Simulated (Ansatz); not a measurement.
A run for Ansatz (a quantum-chemistry and plane-wave program): R-PBE/def2-TZVPP on iodoethane (SMILES CCI), a point of a torsion scan. Elements past Kr take the def2 small-core potentials; no spin–orbit coupling.

Ansatz 0.2 input:
```yaml
crystal:
  periodic: [false, false, false]
  atoms:
    - {symbol: C, position_ang: [-0.79209170, 0.23756679, 0.04265479]}
    - {symbol: C, position_ang: [0.57596387, -0.42529006, -0.06224060]}
    - {symbol: I, position_ang: [0.62811056, -2.11065491, -1.42679564]}
    - {symbol: H, position_ang: [-1.15804065, 0.19498994, 1.06623220]}
    - {symbol: H, position_ang: [-1.53425353, -0.23994076, -0.59131186]}
    - {symbol: H, position_ang: [-0.73175734, 1.28286882, -0.25266210]}
    - {symbol: H, position_ang: [1.33087560, 0.26084565, -0.43518453]}
    - {symbol: H, position_ang: [0.90616538, -0.82612171, 0.89171237]}
basis:
  gaussian:
    orbitals: def2-TZVPP
hamiltonian:
  xc: {name: PBE}
scf: {lower_state_search: off}
```

The log:

```
Functional definition: PBE
[...]
these checks for a lower state are left out or cut short: stability, starts, cluster_reference, orbital_swaps, neighbouring_geometries, increment
integrals: 0.08 GiB planned
1022 factors; their error is unknown
mean field: 0.66 GiB planned
mean field evaluation 1: about -10241.0487 eV, gradient 7.3e1 eV
mean field evaluation 2: about -10205.6897 eV, gradient 1.3e2 eV
mean field evaluation 4: about -10253.8348 eV, gradient 1.2e1 eV
mean field evaluation 8: about -10254.0731 eV, gradient 1.4e-1 eV
mean field evaluation 16: about -10254.0455 eV, gradient 4.9e-4 eV
mean field -10254.04546162 eV, -376.8292202730 hartree, gradient 1.7e-6 eV, S^2 0.000000; 0 other end points of the search recorded, 0 dependent functions left out
reference -10254.04549793 eV, -376.8292216072 hartree; 21, 21 occupied and 161, 161 virtual orbitals, 1022 factors
Total energy: -10254.04549793 eV, -376.8292216072 hartree
Checks for a lower state left out: stability, starts, cluster_reference, orbital_swaps, neighbouring_geometries, increment
```

The run converged.

Cost: very roughly 2.9 core-seconds.
